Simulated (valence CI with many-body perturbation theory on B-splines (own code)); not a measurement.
E1 line list for Sr VIII

Calculated by valence CI with perturbative core correlation (CI+MBPT): three valence electrons over a frozen Dirac-Fock core [Ar] 3d10, a basis of 11 s, 11 p, 10 d, 8 f, 5 g, 2 h functions for each j, with the one-electron correlation potential Σ1, the two-electron term Σ2, the three-electron term Σ3, Breit, model QED; selected CI, second order for the rest, scaled by the run's own slope (own B-spline code, finite nucleus).

Against 9 measured levels this calculation errs by 132 cm⁻¹ on average and by 214 at most. These come from a selection out of Sansonetti, J. Phys. Chem. Ref. Data 41, 013102 (2012). Levels without a partner in it may be off by more.

Lines 251 to 300 of 563 in falling wavelength, among levels below 95.895 eV, chosen from the strongest by gf and those to the six lowest levels. Wavelengths and rates use the calculated energies, so an error of 100 cm⁻¹ moves a line at 442.4 Å by 0.044 % and its rate by three times that or more. Electric multipoles are in the length gauge, E1 and E2 with the static RPA response of the core. Weak lines are less certain than strong ones. Lines between different terms over intervals too small for the method are left out, as are lines whose strength nearly cancels. Where a level lies close to another of its J and parity, the split of strength between their lines is uncertain. The highest levels of a list are the least certain.

Names give the largest LS component (configuration and term), which can be under half, so a name can repeat, a term be missing and a line seem to break the LS rules; names also repeat where a configuration has a term twice. Letters in brackets count levels of one name in rising energy.

```csv
λ vac (Å),Upper,Lower,A (s⁻¹),log gf,Branch %
456.9,4s 4p 5p 2D_5/2 [b],4s 4p 4d 2F°_7/2 [b],1.74e+09,-0.49,6.3
456.8,4s2 5g 2G_7/2,4s 4p 4d 2F°_7/2 [b],1.66e+09,-0.38,5.5
455.8,4s2 5g 2G_9/2,4s 4p 4d 2F°_7/2 [b],8.07e+09,0.40,43.8
454.6,4s 4p 5p 4D_1/2,4s 4p 4d 4F°_3/2,9.62e+09,-0.22,60.4
453.1,4s 4p 5p 4D_3/2,4s 4p 4d 4F°_5/2,7.22e+09,-0.05,44.8
452.1,4s 4p 4f 2D_5/2 [a],4s 4p 4d 2P°_3/2 [a],6.47e+09,0.08,12.2
451.1,4s 4p 4d 4F°_3/2,4s 4p2 2D_3/2,2.45e+08,-1.52,50.4
450.8,4s 4p 4f 4F_7/2,4s 4p 4d 4D°_5/2,2.37e+09,-0.24,8.1
448.6,4p2 4d 2D_5/2 [c],4s 4p 4d 2D°_5/2 [a],2.42e+09,-0.36,7.2
448.6,4s 4p 5p 4D_5/2,4s 4p 4d 4F°_7/2,9.63e+09,0.24,61.7
444.8,4s 4p 4f 4F_3/2,4s 4p 4d 4D°_1/2,8.85e+09,0.02,32.1
444.0,4s 4p 4f 2D_5/2 [a],4s 4p 4d 2F°_5/2 [b],2.90e+09,-0.29,5.5
443.6,4s 4p 5p 4D_7/2,4s 4p 4d 4F°_9/2,1.07e+10,0.40,70.8
443.5,4s 4p 4f 4G_7/2,4s 4p 4d 4P°_5/2,2.22e+09,-0.28,7.5
443.0,4s 4p 4f 2F_7/2 [b],4s 4p 4d 2F°_7/2 [a],2.56e+09,-0.22,5.3
442.9,4s 4p 4f 4F_9/2,4s 4p 4d 4D°_7/2,7.87e+09,0.36,27.7
442.9,4p2 4d 2D_3/2 [c],4s 4p 4d 2D°_3/2 [a],2.95e+09,-0.46,7.2
442.4,4s 4p2 2P_1/2,4s2 4p 2P°_1/2,5.88e+09,-0.46,30.8
442.1,4s 4p 4f 4F_3/2,4s 4p 4d 4D°_3/2,2.87e+09,-0.47,10.4
441.8,4s 4d2 2G_9/2,4s2 4f 2F°_7/2,3.47e+10,1.01,43.1
441.7,4s 4p 4f 2D_5/2 [a],4s 4p 4d 2F°_7/2 [b],5.55e+09,-0.01,10.5
441.5,4s 4d2 2G_7/2,4s2 4f 2F°_5/2,3.49e+10,0.91,44.0
441.4,4s 4p 4f 2D_5/2 [b],4s 4p 4d 2D°_5/2 [b],6.28e+09,0.04,10.5
441.2,4s 4p 4f 2D_3/2 [a],4s 4p 4d 2F°_5/2 [b],8.00e+09,-0.03,15.9
440.2,4s 4p 5p 4D_5/2,4s 4p 4d 4F°_5/2,1.64e+09,-0.54,10.5
439.8,4s 4p 4f 2D_5/2 [b],4s 4p 4d 2P°_3/2 [b],3.65e+09,-0.20,6.1
438.8,4s 4p 4f 4F_5/2,4s 4p 4d 4D°_3/2,8.03e+09,0.14,27.6
436.4,4s 4p 4f 4D_7/2,4s 4p 4d 2D°_5/2 [a],2.47e+09,-0.25,7.9
436.3,4s 4p 5p 2D_5/2 [b],4s 4p 4d 2F°_7/2 [a],2.75e+09,-0.33,9.9
436.2,4s2 5g 2G_7/2,4s 4p 4d 2F°_7/2 [a],2.19e+09,-0.30,7.2
435.3,4s2 5g 2G_9/2,4s 4p 4d 2F°_7/2 [a],7.60e+09,0.33,41.3
433.9,4s 4p 4f 2D_3/2 [b],4s 4p 4d 2P°_3/2 [b],5.77e+09,-0.19,9.1
433.4,4s 4p2 2P_3/2,4s2 4p 2P°_1/2,4.37e+09,-0.31,17.7
431.4,4s 4d2 2F_5/2,4s2 4f 2F°_5/2,6.77e+09,0.05,7.0
431.0,4s 4p 4f 2D_3/2 [b],4s 4p 4d 2D°_3/2 [b],4.77e+09,-0.27,7.6
430.2,4s 4p 4f 4F_7/2,4s 4p 4d 4P°_5/2,8.68e+09,0.28,29.7
429.1,4s 4p 4f 2D_3/2 [b],4s 4p 4d 2P°_1/2 [b],5.92e+09,-0.18,9.4
428.3,4s 4p 4f 4D_7/2,4s 4p 4d 4D°_5/2,4.55e+09,0.00,14.6
428.1,4s 4p 4f 4D_7/2,4s 4p 4d 4D°_7/2,5.28e+09,0.06,16.9
428.1,4s 4d2 2F_7/2,4s2 4f 2F°_7/2,6.76e+09,0.17,7.1
427.3,4s 4p 4f 2F_5/2 [b],4s 4p 4d 2F°_5/2 [a],6.69e+09,0.04,11.0
422.8,4p3 2P°_3/2,4s 4p2 4P_5/2,1.37e+08,-1.83,1.3
422.6,4s 4p 4f 4D_5/2,4s 4p 4d 4D°_5/2,8.99e+09,0.16,25.8
422.2,4s 4p 4f 4D_5/2,4s 4p 4d 4P°_3/2,7.90e+09,0.10,22.7
421.3,4s 4p 4f 2F_5/2 [c],4s 4p 4d 2F°_5/2 [b],9.19e+09,0.17,27.5
421.2,4s 4p 4f 2F_7/2 [c],4s 4p 4d 2F°_5/2 [b],2.93e+09,-0.21,8.0
419.1,4s 4p 4f 4D_3/2,4s 4p 4d 4D°_5/2,2.67e+09,-0.55,7.7
419.1,4s 4p 4f 2F_7/2 [c],4s 4p 4d 2F°_7/2 [b],7.91e+09,0.22,21.6
418.8,4s 4p 4f 4D_3/2,4s 4p 4d 4P°_3/2,1.54e+10,0.21,44.1
417.7,4s2 5g 2G_7/2,4s 4p 4d 2F°_5/2 [a],7.46e+09,0.19,24.6
```

How does gf follow from A for the line at 443.5 Å?

gf = 1.4992 × (2J+1)_upper × A / σ², with σ = 225481 cm⁻¹ and 2J+1 = 8: gf = 0.524.
